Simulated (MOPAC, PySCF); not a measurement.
Br₃ClSi, SMILES `[Si](Br)(Br)(Br)Cl`, neutral singlet in the gas phase. 

Z-matrix (Å, degrees):
```
Si
Cl 1 2.0385
Br 1 2.2066 2 109.23
Br 1 2.2066 2 109.23 3 -120.00
Br 1 2.2066 2 109.23 3 120.00
```
Charge 0, multiplicity 1.

All levels are single points at this geometry (B3LYP-D3(BJ)/def2-TZVP); Pople sets use spherical d functions. Orbital energies aren't observables, and empty levels follow the basis.

B3LYP-D3(BJ)/def2-TZVP in PySCF gives dipole (D) = 0.10.

**Question.** Estimate the dipole (D) from each of these levels: PBE-D3(BJ)/def2-TZVP in PySCF; B3LYP/3-21G in PySCF; B3LYP/6-311+G** (LANL2DZ on Br) in PySCF; B3LYP/6-31G* in PySCF; BP86/6-31G* in PySCF; M06-2X/6-31G* in PySCF; SVWN5/6-31G* in PySCF; HF/3-21G in PySCF; HF/6-31G* in PySCF; AM1 in MOPAC; PM3 in MOPAC; PM6 in MOPAC.

**Answer.** 
```json
[
 {"level": "PBE-D3(BJ)/def2-TZVP in PySCF", "dipole (D)": "0.10"},
 {"level": "B3LYP/3-21G in PySCF", "dipole (D)": "0.84"},
 {"level": "B3LYP/6-311+G** (LANL2DZ on Br) in PySCF", "dipole (D)": "0.04"},
 {"level": "B3LYP/6-31G* in PySCF", "dipole (D)": "0.24"},
 {"level": "BP86/6-31G* in PySCF", "dipole (D)": "0.23"},
 {"level": "M06-2X/6-31G* in PySCF", "dipole (D)": "0.21"},
 {"level": "SVWN5/6-31G* in PySCF", "dipole (D)": "0.21"},
 {"level": "HF/3-21G in PySCF", "dipole (D)": "0.82"},
 {"level": "HF/6-31G* in PySCF", "dipole (D)": "0.27"},
 {"level": "AM1 in MOPAC", "dipole (D)": "0.15"},
 {"level": "PM3 in MOPAC", "dipole (D)": "1.31"},
 {"level": "PM6 in MOPAC", "dipole (D)": "0.00"}
]
```
